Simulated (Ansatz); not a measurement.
Reaction (formal exchange of groups at a B–N bond): `BN([SiH3])[SiH3]` + `C[SiH2]BO` → `BC[SiH2]BO` + `[SiH3]N[SiH3]`

Computed with Ansatz on PBE0-D4/def2-TZVP structures; ΔE is electronic, products minus reactants. CCSD(T)/CBS adds triple-zeta CCSD(T) − MP2 to the extrapolated MP2 energy (def2 sets, frozen cores). This one scheme is used for every species. Functionals use def2-TZVPP. B3LYP here is the variant with VWN-RPA as its local correlation; programs differ in this. One conformer a species, not always the lowest.

```csv
level,ΔE (kcal/mol),difference from CCSD(T)/CBS
PBE-D4,23.2,-1.7
ωB97X-V,24.7,-0.2
ωB97M-V,24.5,-0.4
B2PLYP,25.4,0.5
PBE,22.9,-2.0
r2SCAN,23.6,-1.3
PBE0,23.2,-1.7
B3LYP,25.0,0.1
HF/def2-TZVPP,26.8,1.9
SCS-MP2/def2-TZVPP,26.0,1.1
CCSD/def2-TZVPP,25.6,0.7
CCSD(T)/def2-TZVPP,25.5,0.6
HF/def2-QZVPP,26.8,1.9
MP2/def2-QZVPP,25.1,0.2
SCS-MP2/def2-QZVPP,25.7,0.8
CCSD/CBS(def2),25.0,0.1
CCSD(T)/CBS,24.9,0
```

Largest T1 diagnostic among the species: 0.014.

In def2-TZVPP, CCSD(T) changes the Hartree–Fock value by −1.3 kcal/mol (the triples alone add −0.1 kcal/mol) and MP2 by −1.3 kcal/mol.
